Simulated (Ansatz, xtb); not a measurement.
**C2H6B2F2: 3 structures ranked**

3 gas-phase structures of C2H6B2F2, from a drawn sample of its isomers (lower ones may exist). Each was relaxed with GFN2-xTB; where two conformers were screened, the lower at r2SCAN-D4/def2-SVP is listed:

A. `CB(C)B(F)F`, a singlet
B. `BCCB(F)F`, a singlet
C. `B[C@H](C)B(F)F`, a singlet

Problem. Make a reasoned guess at their ranking by r2SCAN-D4/def2-SVP single-point energy.

Solution. Calculated order at r2SCAN-D4/def2-SVP: A (0.0), C (15.1), B (26.5) kJ/mol.

Energies above the lowest of each column, in kJ/mol; the last columns are at PBE-D3(BJ)/def2-SVP geometries:

| structure | GFN2-xTB | HF/STO-3G | r2SCAN-D4/def2-SVP | PBE-D3(BJ)/def2-SVP | CCSD(T)/def2-SVP + ΔMP2/def2-TZVPP |
| --- | --- | --- | --- | --- | --- |
| A | 50.4 | 6.7 | 0.0 | 0.0 | 0.0 |
| C | 0.0 | 0.0 | 15.1 | 25.2 | 20.5 |
| B | 9.4 | 7.6 | 26.5 | 36.7 | 30.5 |

CCSD(T)/def2-SVP + ΔMP2/def2-TZVPP puts A lowest; GFN2-xTB picks C, HF/STO-3G picks C. Flexible structures stand in one conformer each, not always the lowest. ΔMP2 is the change of the MP2 energy from the smaller to the larger basis.

Programs: Ansatz 0.2.0, xtb 6.7.1.
